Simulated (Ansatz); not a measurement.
Molecule: GeI₂, net charge -1, doublet state. 
Geometry from a B3LYP-D3(BJ)/def2-TZVP (Ansatz, a quantum-chemistry and plane-wave program) optimisation:
```
Ge
I 1 2.7525
I 1 2.7525 2 102.02
```
Charge -1, spin multiplicity 2.

Total electronic energies in hartree. Correlated levels leave the core frozen unless marked. Open shells are spin-unrestricted. No spin-orbit coupling. The frozen core is the preceding noble-gas configuration, with the filled d and f shells of earlier blocks. In def2 rows, elements after Kr have scalar-relativistic effective core potentials. STO-3G rows are all-electron and non-relativistic. Basis-set limits of correlation are two-point, X^-3; Hartree-Fock from the larger set. [CCSD(T)-MP2]/basis is that difference in the basis named.

```json
[
 {"level": "HF/def2-SVPD", "program": "Ansatz", "energy (Eh)": "-2668.56012"},
 {"level": "revPBE-D4/def2-TZVPD", "program": "Ansatz + dftd4", "energy (Eh)": "-2672.50830"},
 {"level": "B97M-V/def2-TZVPD", "program": "Ansatz", "energy (Eh)": "-2672.14494"},
 {"level": "PBE0/def2-QZVPP", "program": "Ansatz", "energy (Eh)": "-2672.38720"},
 {"level": "BHLYP-D3(BJ)/def2-TZVPD", "program": "Ansatz + dftd3", "energy (Eh)": "-2672.46881"},
 {"level": "BHLYP/def2-TZVPD", "program": "Ansatz", "energy (Eh)": "-2672.45906"},
 {"level": "r2SCANh/def2-TZVPD", "program": "Ansatz", "energy (Eh)": "-2672.77127"},
 {"level": "CAM-B3LYP/def2-TZVPD", "program": "Ansatz", "energy (Eh)": "-2672.70060"},
 {"level": "wB97X-V/def2-TZVPD", "program": "Ansatz", "energy (Eh)": "-2672.34986"},
 {"level": "RPA@PBE/def2-QZVPP", "program": "Ansatz", "energy (Eh)": "-2669.55912"},
 {"level": "RI-MP2/def2-QZVPPD", "program": "Ansatz", "energy (Eh)": "-2669.29271"},
 {"level": "SCS-MP2/def2-SVP", "program": "Ansatz", "energy (Eh)": "-2668.80323"},
 {"level": "CCSD/STO-3G", "program": "Ansatz", "energy (Eh)": "-15753.15987"},
 {"level": "CCSD(T)/STO-3G", "program": "Ansatz", "energy (Eh)": "-15753.16035"},
 {"level": "RI-MP2/CBS(def2-TZVPPD,def2-QZVPPD)+[CCSD(T)-MP2]/def2-TZVPPD", "program": "Ansatz", "energy (Eh)": "-2669.3825"}
]
```

Totals of different functionals don't rank their quality; only differences between species are comparable.
